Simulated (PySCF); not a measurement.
C₂H₁₂Si₄, SMILES [SiH2]1C[SiH](C[SiH2]1)[SiH3].

Geometry: PBE-D3(BJ)/def2-SVP. This is a generated structure with no PubChem entry under its InChIKey; it may be hypothetical. The values are those of a single conformer.

These are PySCF with PBE-D3(BJ)/def2-SVP values and carry that method's errors.

Frequencies are harmonic and unscaled.

```tsv
mode	ν (cm⁻¹)	IR (km/mol)	moving atoms (share of kinetic energy)
1	65	1.0	Si 50 %, H 26 %, C 24 %
2	67	0.0	H 52 %, Si 29 %, C 19 %
3	94	1.1	Si 60 %, H 24 %, C 16 %
4	98	0.1	H 92 %
5	173	0.5	Si 49 %, H 35 %, C 16 %
6	236	0.3	Si 55 %, H 27 %, C 17 %
7	271	1.9	Si 67 %, C 17 %, H 16 %
8	344	10.6	H 93 %
9	403	5.1	Si 51 %, H 42 %
10	414	3.7	Si 74 %, H 25 %
11	454	0.0	H 76 %, Si 21 %
12	471	14.0	H 82 %, Si 14 %
13	484	8.9	Si 53 %, H 45 %
14	548	0.7	H 80 %, Si 14 %
15	560	0.8	H 77 %, C 12 %, Si 11 %
16	604	5.9	C 48 %, H 42 %, Si 10 %
17	623	1.2	H 54 %, C 30 %, Si 16 %
18	660	11.1	H 85 %, Si 13 %
19	672	5.0	H 64 %, C 21 %, Si 15 %
20	674	13.5	H 39 %, C 39 %, Si 22 %
21	696	110.8	H 44 %, C 35 %, Si 21 %
22	744	61.6	H 57 %, C 26 %, Si 17 %
23	760	362.4	H 71 %, C 15 %, Si 13 %
24	791	25.9	H 69 %, C 21 %, Si 10 %
25	804	127.6	H 77 %, C 14 %, Si 9 %
26	840	137.6	H 88 %, Si 11 %
27	893	61.9	H 96 %
28	900	86.9	H 96 %
29	903	27.4	H 97 %
30	904	35.7	H 96 %
31	929	8.8	H 86 %, C 12 %
32	969	2.7	H 90 %
33	991	32.9	H 78 %, C 20 %
34	997	60.2	H 72 %, C 25 %
35	1317	4.1	H 92 %, C 8 %
36	1328	8.3	H 92 %
37	2128	50.0	H 97 %
38	2138	100.2	H 99 %
39	2140	95.5	H 98 %
40	2146	137.5	H 97 %
41	2150	6.5	H 96 %
42	2153	58.8	H 96 %
43	2157	81.6	H 96 %
44	2159	209.0	H 96 %
45	2992	0.3	H 95 %
46	2992	1.1	H 95 %
47	3065	0.0	H 91 %, C 9 %
48	3066	0.0	H 91 %, C 9 %
```
